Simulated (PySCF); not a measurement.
Run record: geometry optimisation, `[Br][Nb]([Br])([Br])[Br]` [radical].

Computed with PBE0-D3(BJ)/def2-SVP geometry optimisation, gas phase, def2 core potentials past Kr (PySCF 2.14.0). Start geometry: GFN2-xTB. A driver script takes a list of jobs; this job's settings line and coordinates (Å) are shown.

Input:
```
{"job": {"xc": "PBE0", "basis": "def2-SVP", "d3": "d3bj", "grid": 1, "maxiter": 40, "kind": "geom"}, "charge": 0, "multiplicity": 2}
Nb    -0.000060     0.000100    -0.000000
Br     0.035630    -0.028490     2.425790
Br     2.293690     0.022330    -0.791420
Br    -1.160930     1.968510    -0.815200
Br    -1.168330    -1.962450    -0.819170
```

Output:
```
step   0  E = -10351.39304225  max force = 0.004272
step   1  E = -10351.39346470  max force = 0.002368
step   2  E = -10351.39377799  max force = 0.003286
step   3  E = -10351.39387972  max force = 0.000907
step   4  E = -10351.39394318  max force = 0.001161
step   5  E = -10351.39396448  max force = 0.001208
step   6  E = -10351.39396543  max force = 0.000489
step   7  E = -10351.39395549  max force = 0.000312
step   8  E = -10351.39396041  max force = 0.000416
step   9  E = -10351.39396285  max force = 0.000461
step  10  E = -10351.39396161  max force = 0.000421
step  11  E = -10351.39396099  max force = 0.000407
step  12  E = -10351.39396066  max force = 0.000400
step  13  E = -10351.39396035  max force = 0.000394
step  14  E = -10351.39396003  max force = 0.000388
optimisation converged
```

Energies in Eh; «max force» is the largest Cartesian gradient component in Eh/bohr.

How much energy does the optimisation release, in eV?

E(step 0) − E(last step) = 0.000918 Eh, which is 0.025 eV.

Main results: final energy -10351.39396 Eh after 14 steps; dipole 0.09 D.

Give the final coordinates.

0.096 Å rms from the input after alignment:
```
atom  x, y, z in Å
Nb1   -0.0070    0.0010    0.0284
Br2    0.0069   -0.0883    2.4486
Br3    2.2987    0.0812   -0.6883
Br4   -1.0662    1.9180   -0.9828
Br5   -1.2324   -1.9118   -0.8059
```

The run took 9.5 min of wall time on x86-64 server, one thread, no GPU, shared host.
Labels such as C1 count atoms from 1, the log's own numbers from 0.

For an open-shell metal species like this, the optimisation's SCF solution wasn't tested for stability and no frequencies at its level were run, so a lower state or another shape may exist.
